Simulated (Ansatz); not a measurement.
Ansatz (a program for electronic structure) input (B3LYP-D3(BJ)/def2-TZVP):

Ansatz 0.2 input:
```yaml
crystal:
  periodic: [false, false, false]
  atoms:
    - {symbol: Sn, position_ang: [-0.14674807, -0.13701978, -0.02941666]}
    - {symbol: O, position_ang: [-1.44219831, -1.30323605, -0.23720702]}
    - {symbol: Cl, position_ang: [-0.22749412, 2.01087062, -0.79190137]}
    - {symbol: Cl, position_ang: [1.82421158, -0.59031311, 1.02462317]}
basis:
  gaussian:
    orbitals: def2-TZVP
hamiltonian:
  xc: b3lyp
  dispersion: d3bj
relax: {f_tol: 0.002, max_steps: 150}
```

Output:

```
Functional definition: B3LYP
integrals: 0.08 GiB planned
1109 factors; their error is unknown
mean field: 0.73 GiB planned
mean field evaluation 1: about -32917.6597 eV, gradient 7.7e1 eV
mean field evaluation 2: about -32749.8468 eV, gradient 2.1e2 eV
mean field evaluation 4: about -32927.9414 eV, gradient 2.2e1 eV
mean field evaluation 8: about -32928.9467 eV, gradient 2.1e-1 eV
mean field evaluation 16: about -32929.0646 eV, gradient 4.6e-4 eV
mean field -32929.06459313 eV, -1210.1208036758 hartree, gradient 5.8e-5 eV, S^2 0.000000; 0 other end points of the search recorded, 0 dependent functions left out
the calculation of the forces begins
reference -32929.06484761 eV, -1210.1208130278 hartree; 32, 32 occupied and 123, 123 virtual orbitals, 1109 factors
relax step   1: F+E_penalty+E_count = -32929.30062352 eV  Δ(F+E_penalty+E_count) = +0.000e0 eV  max|allowed force component| = 2.293e0 eV/Å  Δτ_max = 0.0000 Å  (31 SCF iters, accepted)
these checks for a lower state are left out or cut short: starts, cluster_reference, orbital_swaps, neighbouring_geometries, increment
integrals: 0.08 GiB planned
1109 factors; their error is unknown
mean field: 0.72 GiB planned
mean field -32929.22440994 eV, -1210.1266768354 hartree, gradient 2.0e-5 eV, S^2 0.000000; 0 other end points of the search recorded, 0 dependent functions left out
the calculation of the forces begins
reference -32929.22466489 eV, -1210.1266862045 hartree; 32, 32 occupied and 123, 123 virtual orbitals, 1109 factors
relax step   2: F+E_penalty+E_count = -32929.45893323 eV  Δ(F+E_penalty+E_count) = -1.583e-1 eV  max|allowed force component| = 3.578e-1 eV/Å  Δτ_max = 0.1201 Å  (34 SCF iters, accepted)
these checks for a lower state are left out or cut short: starts, cluster_reference, orbital_swaps, neighbouring_geometries, increment
integrals: 0.08 GiB planned
1109 factors; their error is unknown
mean field: 0.72 GiB planned
mean field evaluation 32: about -32929.2266 eV, gradient 9.3e-4 eV
mean field -32929.22664674 eV, -1210.1267590363 hartree, gradient 2.0e-5 eV, S^2 0.000000; 0 other end points of the search recorded, 0 dependent functions left out
the calculation of the forces begins
reference -32929.22690125 eV, -1210.1267683893 hartree; 32, 32 occupied and 123, 123 virtual orbitals, 1109 factors
relax step   3: F+E_penalty+E_count = -32929.46215619 eV  Δ(F+E_penalty+E_count) = -3.223e-3 eV  max|allowed force component| = 3.108e-2 eV/Å  Δτ_max = 0.0218 Å  (33 SCF iters, accepted)
these checks for a lower state are left out or cut short: starts, cluster_reference, orbital_swaps, neighbouring_geometries, increment
integrals: 0.08 GiB planned
1109 factors; their error is unknown
mean field: 0.72 GiB planned
mean field -32929.22699230 eV, -1210.1267717352 hartree, gradient 2.1e-5 eV, S^2 0.000000; 0 other end points of the search recorded, 0 dependent functions left out
the calculation of the forces begins
reference -32929.22724693 eV, -1210.1267810927 hartree; 32, 32 occupied and 123, 123 virtual orbitals, 1109 factors
relax step   4: F+E_penalty+E_count = -32929.46222562 eV  Δ(F+E_penalty+E_count) = -6.943e-5 eV  max|allowed force component| = 2.072e-2 eV/Å  Δτ_max = 0.0076 Å  (35 SCF iters, accepted)
these checks for a lower state are left out or cut short: starts, cluster_reference, orbital_swaps, neighbouring_geometries, increment
integrals: 0.08 GiB planned
1109 factors; their error is unknown
mean field: 0.72 GiB planned
mean field -32929.22696533 eV, -1210.1267707443 hartree, gradient 2.1e-5 eV, S^2 0.000000; 0 other end points of the search recorded, 0 dependent functions left out
the calculation of the forces begins
reference -32929.22721994 eV, -1210.1267801009 hartree; 32, 32 occupied and 123, 123 virtual orbitals, 1109 factors
relax step   5: F+E_penalty+E_count = -32929.46224921 eV  Δ(F+E_penalty+E_count) = -2.359e-5 eV  max|allowed force component| = 3.931e-4 eV/Å  Δτ_max = 0.0022 Å  (36 SCF iters, accepted)
integrals: 0.08 GiB planned
1109 factors; their error is unknown
mean field: 0.72 GiB planned
mean field evaluation 64: about -32929.2270 eV, gradient 2.4e-3 eV
mean field -32929.22696533 eV, -1210.1267707443 hartree, gradient 2.7e-5 eV, S^2 0.000000; 1 other end points of the search recorded, 0 dependent functions left out
the calculation of the forces begins
reference -32929.22721994 eV, -1210.1267801009 hartree; 32, 32 occupied and 123, 123 virtual orbitals, 1109 factors
Total energy: -32929.46250382 eV, -1210.1354266238 hartree
Atom 0 at    -0.190033    -0.177448    -0.038728 Å, force     0.000221     0.000212     0.000052 eV/Å
Atom 1 at    -1.539191    -1.389876    -0.251285 Å, force    -0.000393    -0.000355    -0.000071 eV/Å
Atom 2 at    -0.122244     2.030084    -0.749185 Å, force     0.000040     0.000125    -0.000029 eV/Å
Atom 3 at     1.859239    -0.482459     1.005297 Å, force     0.000132     0.000018     0.000049 eV/Å
Dipole moment:     0.332443     0.298750     0.052371 e Å
```
